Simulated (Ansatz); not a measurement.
Born–Oppenheimer molecular dynamics of Cl4F2HW (8 atoms, charge 0, multiplicity 2). It starts at the highest image of a converged band. Of that band: Neighbouring images differ by up to 2.2 eV, so the band resolves the path poorly. A vibrational analysis at the climbing image gives one clearly imaginary mode, 53i cm⁻¹: a first-order saddle point.

Method: Ansatz, UKS PBE/def2-SVP.

```
ensemble                      : NVE (velocity Verlet)
time step                     : 0.5 fs
steps asked                   : 140
starting velocities drawn for : 300 K
seed                          : 11446
```

First frame:

```xyz
8
Properties=species:S:1:pos:R:3
W 0.155 0.079 -0.059
F 0.195 0.458 1.827
Cl 2.470 0.351 0.135
Cl -0.228 2.307 -0.534
H -1.485 0.323 0.360
Cl -0.368 -2.071 0.458
Cl -0.126 -0.420 -2.269
F 0.057 -1.026 3.331
```

Question: How far do the bonds stretch over the last three quarters of this one trajectory? (Pairs bonded in most of those frames.)

Answer: 
```tsv
bond	mean (Å)	spread (Å)	shortest	longest
W1–F2	1.922	0.011	1.89	1.94
W1–Cl3	2.343	0.023	2.31	2.38
W1–Cl4	2.300	0.003	2.29	2.30
W1–H5	1.722	0.049	1.64	1.80
W1–Cl6	2.291	0.030	2.25	2.33
W1–Cl7	2.295	0.053	2.22	2.36
```

Mean temperature of the second half: 125 K. The conserved energy stayed within 0.048 meV per atom of its start (net change 0.015 meV per atom), so the integration is sound. A run of 0.07 ps of so small a system gives no equilibrium averages.

Time of the run: 15 min on 4 threads of Arm Neoverse V1 (shared host), peak memory 0.45 GiB.
